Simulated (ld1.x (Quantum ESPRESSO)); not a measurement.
## iridium (Ir), RRKJ: configuration errors across variants

iridium (Ir), norm-conserving RRKJ (Kleinman–Bylander form), made with ld1.x (Quantum ESPRESSO) 7.5 (LDA (PZ), scalar-relativistic). Core [Kr] 4d10 4f14, reference 5s2 5p6 5d7 6s0 6p0 (charge +2). Waves: 5p (bound): rc 1.95 bohr; 5d (bound): rc 1.40 bohr; 5s (bound): rc 1.50 bohr. Local part: the s channel. Core correction: Bessel-smoothed model core inside 1.40 bohr.

All-electron excitation energies from the reference (eV): (1) 5s2 5p6 5d7 6s2 6p0 -28.035; (2) 5s2 5p6 5d7 6s1 6p0 -17.850; (3) 5s2 5p6 5d6 6s0 6p0 30.842; (4) 5s1 5p6 5d7 6s2 6p0 77.142; (5) 5s2 5p6 5d7 6s1 6p1 -22.627; (6) 5s2 5p5 5d7 6s2 6p0 33.160; (7) 5s2 5p6 5d7 6s1.5 6p0 -23.859; (8) 5s2 5p6 5d7 6s0 6p0 spin -1.274; (9) 5s2 5p6 5d7 6s2 6p0 spin -29.187.

Spin tests fill each open shell by Hund’s rule, majority spin first.

1 further variants failed, have other tests or too few solved ones, and are left out.

Errors AE − PS in meV (a dash: test not solved or not reliable):

| change | (1) | (2) | (3) | (4) | (5) | (6) | (7) | (8) | (9) | bound ghosts |
| --- | --- | --- | --- | --- | --- | --- | --- | --- | --- | --- |
| base | +3732 | +2244 | -6.9 | +5500 | +2130 | +5330 | +3070 | +66 | +3757 | none |
| wave 5p (bound): rc 1.95 bohr becomes 5p (bound): rc 1.56 bohr | +3732 | +2244 | -7.6 | +5496 | +2115 | +5339 | +3070 | +59 | +3750 | none |
| wave 5p (bound): rc 1.95 bohr becomes 5p (bound): rc 1.84 bohr | +3732 | +2244 | -7.0 | +5500 | +2128 | +5333 | +3070 | +65 | +3756 | none |
| wave 5p (bound): rc 1.95 bohr becomes 5p (bound): rc 2.16 bohr | +3732 | +2244 | -7.4 | +5501 | +2114 | +5348 | +3070 | +62 | +3753 | none |
| wave 5p (bound): rc 1.95 bohr becomes 5p (bound): rc 2.38 bohr | +3731 | +2243 | -8.4 | +5501 | +2067 | +5383 | +3070 | +54 | +3745 | none |
| wave 5p (bound): rc 1.95 bohr becomes 5p (bound): rc 2.88 bohr | +3718 | +2238 | -24 | +5433 | +1480 | +5557 | +3060 | +12 | +3697 | none |

Question: Give the same row for: wave 5p (bound): rc 1.95 bohr becomes 5p (bound): rc 2.70 bohr.

Answer: +3727, +2242, -14, +5480, +1793, +5484, +3067, +30, +3720; bound ghosts: none.
